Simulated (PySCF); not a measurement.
Can point charges reproduce the dipole moment of `C#CCB(Cl)Cl`?

Coordinates (PBE0-D3(BJ)/def2-SVP, Å) and charges (e) from the PBE0/pcSseg-1 density (PySCF):

| atom | x | y | z | Mulliken | IAO | Hirshfeld | ESP-fitted |
| --- | --- | --- | --- | --- | --- | --- | --- |
| C1 | 1.753 | 0.371 | -0.247 | -0.3702 | -0.2400 | -0.1189 | -0.4115 |
| C2 | 0.689 | 0.007 | 0.202 | +0.0792 | -0.0183 | -0.0439 | -0.0258 |
| C3 | -0.619 | -0.412 | 0.686 | -0.2799 | -0.4289 | -0.1318 | -0.0740 |
| B4 | -1.658 | -0.032 | -0.439 | +0.4683 | +0.1928 | +0.1881 | +0.2083 |
| Cl5 | -2.277 | 1.598 | -0.554 | -0.1605 | -0.0399 | -0.0562 | -0.0986 |
| Cl6 | -2.188 | -1.218 | -1.606 | -0.1632 | -0.0396 | -0.0555 | -0.0977 |
| H7 | 2.703 | 0.690 | -0.634 | +0.0672 | +0.2032 | +0.0968 | +0.3068 |
| H8 | -0.860 | 0.112 | 1.626 | +0.1804 | +0.1865 | +0.0618 | +0.0986 |
| H9 | -0.624 | -1.496 | 0.880 | +0.1788 | +0.1842 | +0.0595 | +0.0940 |

Problem. What dipole does each set of charges give (1 e·Å = 4.803 D), and what does the density give?

Solution. The full density gives (0.39, -0.38, 0.95) D, 1.09 D in size; dipole vectors point from the negative to the positive end.

```tsv
scheme	μx	μy	μz	size (D)	share of the full size (%)	angle to the full dipole (°)
Mulliken	-2.69	-1.42	2.25	3.78	346	67
IAO	-0.17	-0.23	0.47	0.56	51	39
Hirshfeld	-0.23	-0.16	0.28	0.40	37	57
ESP-fitted	0.41	-0.41	1.03	1.18	108	1
```

Problem. Which set comes closest?

Solution. Length of the difference vector: ESP-fitted 0.09 D, IAO 0.75 D, Hirshfeld 0.93 D, Mulliken 3.50 D. Closest: ESP-fitted. ESP charges are fitted to the potential around the molecule, whose slowest-falling term is the dipole's. 

Problem. What is left for the Hirshfeld atoms' own dipoles?

Solution. The Hirshfeld atoms' densities add up to the full density, so μ = Σ q r + Σ (atomic dipoles). The atomic dipoles sum to (0.39, -0.38, 0.95) − (-0.23, -0.16, 0.28) = (0.62, -0.22, 0.67) D, 0.93 D in size.

Problem. With the origin at the mean of the coordinates, (-0.342, -0.042, -0.009) Å, which are the largest single terms, by size, of the ESP-fitted dipole along the direction of the full one?

Solution. B4 -0.85, Cl5 +0.82, C1 -0.79, Cl6 +0.76, H8 +0.56 D; all 9 atoms together +1.18 D. The single terms depend on the origin, their sum doesn't.

Problem. Give the size of the full dipole in other units.

Solution. 1.09 D = 0.430 au = 0.227 e·Å = 3.64 × 10⁻³⁰ C·m.

The structure is a single PBE0-D3(BJ)/def2-SVP conformer in the gas phase; no vibrational or solvent corrections.

Conformer computed: `[CH:1]#[C:2][CH2:3][B:4]([Cl:5])[Cl:6]`: C2–C3–B4–Cl5 -82°.
